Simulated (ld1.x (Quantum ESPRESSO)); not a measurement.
**Transferability test, ultrasoft potential for Co**

- Element: Co (Z = 27)
- Generator: ld1.x (Quantum ESPRESSO) 7.5
- Type: ultrasoft
- Functional: PBE
- Relativity: scalar-relativistic
- Frozen core: [Ne]
- Valence charge: 17
- Reference configuration: 3s2 3p6 3d7 4s2 4p0
- Partial waves: 3s (bound): rcut 1.15, rcutus 1.30 bohr; 4s (bound): rcut 1.15, rcutus 1.30 bohr; 3p (bound): rcut 1.15, rcutus 1.25 bohr; 4p (bound, empty): rcut 1.15, rcutus 1.25 bohr; 3d (bound): rcut 1.30, rcutus 1.55 bohr; 3d channel at -0.1 Ry: rcut 1.30, rcutus 1.55 bohr
- Local potential: all-electron potential smoothed inside 0.92 bohr (lloc = -1)
- Core correction: Bessel-smoothed model core inside 0.70 bohr
- Augmentation charge: PSQ, radius 0.90 bohr

Energies are relative to the spin-unpolarised reference configuration 3s2 3p6 3d7 4s2 4p0; without spin polarisation the order of configurations can differ from experiment.

Its overlap operator is not positive definite in a basis up to 400 Ry (lowest eigenvalue p -0.35), so the file is unfit for use: the generalised eigenproblem breaks down once the basis is large enough, and its test numbers describe a broken file.

| valence configuration | charge | ΔE all-electron (eV) | error AE − PS (meV) |
| --- | --- | --- | --- |
| 3s2 3p6 3d7 4s1 4p0 | +1 | 9.030 | -0.4 |
| 3s2 3p6 3d7 4s0 4p0 | +2 | 25.816 | -0.3 |
| 3s2 3p6 3d6 4s0 4p0 | +3 | 61.686 | -3.4 |
| 3s2 3p6 3d6 4s2 4p0 | +1 | 15.182 | +7.9 |
| 3s2 3p5 3d7 4s2 4p0 | +1 | 73.523 | -17 |
| 3s2 3p6 3d6 4s2 4p1 | 0 | 9.660 | +9.1 |
| 3s2 3p6 3d7 4s1 4p1 | 0 | 4.351 | -0.3 |

Levels in the configuration 3s2 3p6 3d7 4s1 4p1:

```tsv
level	all-electron (eV)	pseudo (eV)
3s	-104.265	-104.266
3p	-67.502	-67.499
3d	-10.013	-10.014
4s	-6.622	-6.622
4p	-2.119	-2.119
```

The ghost test of this file was not conclusive.
